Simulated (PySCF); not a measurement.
Computed IR spectrum (relative IR intensity) of a molecule C2H5FO2Si. Geometry: B3LYP-D3(BJ)/def2-SVP. One conformer was computed; it need not be the lowest. Level of theory: PySCF with B3LYP-D3(BJ)/def2-SVP. Frequencies are harmonic and unscaled.

Lines under 2 % of the strongest are left out, and lines within 2 cm⁻¹ are merged.

```json
[
 {"ν (cm⁻¹)": "108", "relative intensity": "4.0"},
 {"ν (cm⁻¹)": "385", "relative intensity": "3.7"},
 {"ν (cm⁻¹)": "614", "relative intensity": "2.6"},
 {"ν (cm⁻¹)": "702", "relative intensity": "39"},
 {"ν (cm⁻¹)": "754", "relative intensity": "6.2"},
 {"ν (cm⁻¹)": "801", "relative intensity": "32"},
 {"ν (cm⁻¹)": "886", "relative intensity": "8.7"},
 {"ν (cm⁻¹)": "921", "relative intensity": "55"},
 {"ν (cm⁻¹)": "942", "relative intensity": "79"},
 {"ν (cm⁻¹)": "997", "relative intensity": "73"},
 {"ν (cm⁻¹)": "1022", "relative intensity": "33"},
 {"ν (cm⁻¹)": "1055", "relative intensity": "3.6"},
 {"ν (cm⁻¹)": "1300", "relative intensity": "100"},
 {"ν (cm⁻¹)": "1392", "relative intensity": "56"},
 {"ν (cm⁻¹)": "1436", "relative intensity": "5.2"},
 {"ν (cm⁻¹)": "1446", "relative intensity": "3.6"},
 {"ν (cm⁻¹)": "1820", "relative intensity": "88"},
 {"ν (cm⁻¹)": "2298", "relative intensity": "18"},
 {"ν (cm⁻¹)": "2314", "relative intensity": "48"}
]
```

**Question.** Identify the compound among the candidates.
A) COC(=O)[SiH2]F
B) O=CO[SiH2]CF
C) C[Si]1(F)OCO1
D) CC(=O)O[SiH2]F

**Answer.** D, CC(=O)O[SiH2]F
